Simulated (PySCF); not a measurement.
**C₆ coefficients of unlike pairs at LC-wPBE**

Calculated with PySCF 2.14 from the dipole response of each species, C₆(A,B) = (3/π) ∫ α_A(iu) α_B(iu) du, in atomic units, from isotropic polarisabilities. For ions this is the dispersion term alone; charge-induced terms of lower order in 1/R come first.

| species | configuration | basis | relativity | α (bohr³) | C₆ (like pair) |
| --- | --- | --- | --- | --- | --- |
| Mg²⁺ | [Ne] (1S) | aug-cc-pCVDZ (6s5p3d) | none | 0.2789 | 0.2258 |
| P⁺ | [Ne] 3s2 3p2 (3P) | aug-cc-pCVTZ-DK with one added diffuse shell each of s, p, d, f type (9s8p6d4f) | spin-free X2C | 14.12 | 72.36 |
| Tc⁺ | [Kr] 4d5 5s1 (7S) | aug-cc-pVTZ-PP with one added diffuse shell each of s, p, d, f, g type with ECP28MDF (7s7p6d4f3g) | core potential | 40.88 | 308.9 |

Estimate C₆ for Tc⁺ with Mg²⁺.

The integral gives 4.924. The combination rule 2 C_A C_B / (C_A α_B/α_A + C_B α_A/α_B) gives 3.963 and the geometric mean 8.351.

No spin-orbit coupling is included.

The other pairs:

```
    pair     C₆
P⁺, Mg²⁺  2.588
 Tc⁺, P⁺  145.0
```
